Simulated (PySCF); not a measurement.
This script is equivalent to a calculation on Ge (germanium, neutral).

```python
from pyscf import gto, scf, dft, mp, cc
import basis_set_exchange as bse
txt = bse.get_basis("cc-pVDZ-PP", elements=["Ge"], fmt="nwchem", header=False)
cut = txt.index("\nECP")
mol = gto.M(atom="Ge 0 0 0", charge=0, spin=2, symmetry="D2h",
            basis=gto.basis.parse(txt[:cut]),
            ecp={"Ge": gto.basis.parse_ecp(txt[cut:])})
mf = scf.UHF(mol)
mf.irrep_nelec = {'Ag': (4, 4), 'B1g': (1, 1), 'B2g': (1, 1), 'B3g': (1, 1), 'B1u': (2, 1), 'B2u': (2, 1), 'B3u': (1, 1)}
mf.kernel()
```

(1) What total energy does it give?

(2) Which occupied shell lies highest, and where?

(3) What is ⟨S²⟩, and what would a pure spin state give?

Energies and moments cover only the electrons outside the core potential.

Results:

(1) -293.34108 hartree (calculated).

(2) 4p α, at -7.845 eV.

(3) 2.009, against 2.00.
